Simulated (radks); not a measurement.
Valence configurations of the bromine ion Br+ (all share [Ar]). Method: Dirac Kohn-Sham, PBE, spin-unpolarised, spherical densities, finite nucleus; open shells fill j = l - 1/2 first; Fermi nuclear charge, rms radius 4.1629 fm; computed with a radial shooting solver on a logarithmic mesh with Libxc functionals. Energies are relative to 3d10 4s2 4p4; eigenvalues in eV.

3d10 4s2 4p4: E (eV) 0.000; e(3d3/2) -78.426; e(3d5/2) -77.340; e(4p1/2) -17.802; e(4p3/2) -17.233; e(4s1/2) -30.324
3d10 4s1.5 4p4.5: E (eV) 6.567; e(3d3/2) -79.243; e(3d5/2) -78.156; e(4p1/2) -18.154; e(4p3/2) -17.577; e(4s1/2) -30.754
3d10 4s1 4p5: E (eV) 13.177; e(3d3/2) -80.045; e(3d5/2) -78.957; e(4p1/2) -18.498; e(4p3/2) -17.912; e(4s1/2) -31.174
3d10 4p6: E (eV) 26.521; e(3d3/2) -81.611; e(3d5/2) -80.522; e(4p1/2) -19.163; e(4p3/2) -18.559
3d9.5 4s2 4p4.5: E (eV) 31.409; e(3d3/2) -84.821; e(3d5/2) -83.707; e(4p1/2) -18.769; e(4p3/2) -18.156; e(4s1/2) -31.714
3d9.5 4s1 4p5.5: E (eV) 45.048; e(3d3/2) -86.387; e(3d5/2) -85.271; e(4p1/2) -19.441; e(4p3/2) -18.811; e(4s1/2) -32.530
3d9 4s2 4p5: E (eV) 65.572; e(3d3/2) -91.335; e(3d5/2) -90.192; e(4p1/2) -19.728; e(4p3/2) -19.070; e(4s1/2) -33.081
3d9 4s1 4p6: E (eV) 79.659; e(3d3/2) -92.852; e(3d5/2) -91.707; e(4p1/2) -20.379; e(4p3/2) -19.704; e(4s1/2) -33.865
3d8 4s2 4p6: E (eV) 142.41; e(3d3/2) -104.71; e(3d5/2) -103.51; e(4p1/2) -21.626; e(4p3/2) -20.878; e(4s1/2) -35.752

NIST lists [Ar] 3d10 4s2 4p4 as the ground configuration; this level of theory agrees among the configurations tried. The energies are those of spherical spin-averaged densities, not of single terms.
